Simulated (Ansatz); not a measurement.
Two structures of SiNH6ClO, singlet, reached by relaxing down either side of one saddle point (PBE0-D4/def2-TZVP). Energies are electronic, without zero-point energy. Computed with Ansatz 0.2.0 (basis: def2-TZVPP and def2-QZVPP); correlated methods freeze the cores. Extrapolation: Hartree–Fock as exp(−7.88 √X), correlation as X^−2.97. First:

```json
{"atom": "Si1", "x (Å)": "-0.4128", "y (Å)": "-0.0071", "z (Å)": "0.3585"}
{"atom": "Cl2", "x (Å)": "-0.1688", "y (Å)": "1.5404", "z (Å)": "-1.0296"}
{"atom": "H3", "x (Å)": "-0.4240", "y (Å)": "-1.2504", "z (Å)": "-0.4355"}
{"atom": "H4", "x (Å)": "0.7005", "y (Å)": "0.1285", "z (Å)": "1.3136"}
{"atom": "N5", "x (Å)": "-1.8760", "y (Å)": "0.0817", "z (Å)": "1.2219"}
{"atom": "H6", "x (Å)": "2.1082", "y (Å)": "0.3854", "z (Å)": "-1.3272"}
{"atom": "O7", "x (Å)": "2.4717", "y (Å)": "-0.4583", "z (Å)": "-1.0398"}
{"atom": "H8", "x (Å)": "-2.7517", "y (Å)": "-0.1394", "z (Å)": "0.7759"}
{"atom": "H9", "x (Å)": "-1.9997", "y (Å)": "0.7646", "z (Å)": "1.9520"}
{"atom": "H10", "x (Å)": "2.3527", "y (Å)": "-1.0456", "z (Å)": "-1.7897"}
```

Second:

```json
{"atom": "Si1", "x (Å)": "0.1863", "y (Å)": "-0.7141", "z (Å)": "0.6006"}
{"atom": "Cl2", "x (Å)": "0.8815", "y (Å)": "2.7101", "z (Å)": "-1.0866"}
{"atom": "H3", "x (Å)": "0.1056", "y (Å)": "-2.1891", "z (Å)": "0.7370"}
{"atom": "H4", "x (Å)": "0.9483", "y (Å)": "-0.0485", "z (Å)": "1.6751"}
{"atom": "N5", "x (Å)": "-1.4126", "y (Å)": "-0.1430", "z (Å)": "0.5762"}
{"atom": "H6", "x (Å)": "1.1010", "y (Å)": "1.4241", "z (Å)": "-1.0206"}
{"atom": "O7", "x (Å)": "1.1096", "y (Å)": "-0.3595", "z (Å)": "-0.7479"}
{"atom": "H8", "x (Å)": "-2.1800", "y (Å)": "-0.7003", "z (Å)": "0.2424"}
{"atom": "H9", "x (Å)": "-1.6300", "y (Å)": "0.8403", "z (Å)": "0.5846"}
{"atom": "H10", "x (Å)": "0.8904", "y (Å)": "-0.8202", "z (Å)": "-1.5608"}
```

Which bonds change from the first to the second?

SiNH₄Cl ([NH2][SiH2][Cl]) + H₂O → SiNH₅O ([NH2][SiH2][OH]) + HCl; bonds formed: Si1–O7, Cl2–H6; bonds broken: Si1–Cl2, H6–O7.

Give the saddle point's structure and its height above each. (Judge from chemistry; the value comes from the calculation.)

Computed: 71.6 kJ/mol above the first and 75.7 kJ/mol above the second (CCSD(T) at an estimated basis limit (MP2 extrapolated from triple and quadruple zeta, plus CCSD(T) − MP2 in triple zeta)).
| atom | x (Å) | y (Å) | z (Å) |
| --- | --- | --- | --- |
| Si1 | 0.1282 | -0.1048 | 0.5006 |
| Cl2 | 0.3973 | 2.0344 | -0.1788 |
| H3 | 0.0816 | -1.6068 | 0.3396 |
| H4 | 1.0246 | 0.0859 | 1.6601 |
| N5 | -1.5593 | 0.0940 | 0.5488 |
| H6 | 1.4626 | 0.5507 | -1.4542 |
| O7 | 1.4313 | -0.3132 | -1.0048 |
| H8 | -2.1716 | -0.6989 | 0.6338 |
| H9 | -2.0209 | 0.9866 | 0.5727 |
| H10 | 1.2263 | -1.0280 | -1.6178 |

T1 diagnostic: at most 0.011.

The step is the kind of ligand exchange by which a precursor binds to a hydroxyl group, or is hydrolysed, in atomic layer deposition of oxides.

Labels in which every atom is bracketed show which atoms are joined, not bond orders.

For scale, one of the runs: CCSD(T)/def2-TZVPP, 230 basis functions, launched by `ansatz run in.yaml --threads 4 --pin off --events-out ev --progress --plain --max-ram 9574MiB`. Hardware: 4 CPU threads of an Intel Xeon, shared host. Wall time 110 s; peak host memory 3.8 GiB.
